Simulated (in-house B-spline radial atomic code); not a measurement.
A fraction x of an electron is moved 4p → 4f in Rh VI (Rh5+), starting from [Kr] 4d4 and keeping the highest spin. All numbers are computed (scalar-relativistic (X2C) LDA PW92, spin-polarised, spherical fractional occupations; Fermi nucleus of rms radius 4.4945 fm) with a radial B-spline atomic code at the basis-set limit, not measured.

```csv
x,E(x) - E(0) (eV),4p down level (eV),4f up level (eV)
0,0.0000,-117.561,-
0.125,10.8786,-118.187,-31.084
0.25,?,?,?
0.375,32.6958,-119.375,-31.938
0.5,43.6356,-119.933,-32.333
0.625,54.5954,-120.467,-32.713
0.75,?,?,?
0.875,76.5696,-121.466,-33.434
1,87.5812,-121.931,-33.779
```

**Question.** What belongs in the row x = 0.25?

**Answer.** An energy change of 21.7767 eV; 4p down at -118.793 eV, 4f up at -31.524 eV.

**Question.** What belongs in the row x = 0.75?

**Answer.** An energy change of 65.5738 eV; 4p down at -120.978 eV, 4f up at -33.079 eV.

**Question.** Check Janak's theorem between x = 0.375 and 0.5.

**Answer.** The slope of the energy is 87.52 eV; the orbital levels give 87.52 eV (ε of the receiving orbital less ε of the emptying one, averaged over the two points).
